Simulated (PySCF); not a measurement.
Method: PBE-D3(BJ)/def2-TZVP // ωB97X-D3(BJ)/def2-TZVP in PySCF. All species are isolated molecules in the gas phase. Excitations are Tamm–Dancoff values on a coarser integration grid. The basis has no diffuse functions, so Rydberg states are missing or too high.

Reference species (SMILES): `[Cl][Ga]([Cl])[Cl]` (neutral, multiplicity 1).

```
Property          Result
---------------  -------
HOMO–LUMO gap    5.17 eV
S1–T1 gap (TDA)  0.32 eV
```

Changed species: `[SiH3][Ga]([SiH3])[SiH3]` (3 of 3 Cl replaced by SiH3; the reference has 0 of 3 Cl replaced by SiH3).

Task: Predict the effect on the HOMO–LUMO gap and S1–T1 gap (TDA).

Result: the HOMO–LUMO gap falls by 2.25 eV, to 2.92 eV; the S1–T1 gap (TDA) increases by 0.19 eV, to 0.51 eV.
